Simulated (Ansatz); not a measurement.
Ansatz results at the PBE0-D4/def2-TZVP geometry: HOMO energy (ωB97M-V/def2-TZVPP) -8.29 eV; HOMO–LUMO gap (B3LYP/def2-TZVPP) 4.90 eV; HOMO energy (PBE0/def2-TZVPP) -6.35 eV.

Each molecule was computed in one conformer, which needn't be the lowest.

Which molecule gave them?
A. `[SiH3][AlH][PH2]`
B. `O=CO[SiH2][SiH3]`
C. `CB[S][GeH3]`
D. `O[Si]1(CS)[NH][AlH]1`

D. The others give `CB[S][GeH3]`: -9.97, 6.48, -7.83; `[SiH3][AlH][PH2]`: -9.10, 4.74, -7.14; `O=CO[SiH2][SiH3]`: -10.36, 7.26, -8.29.

B3LYP here is the variant with VWN-RPA as its local correlation; programs differ in this.
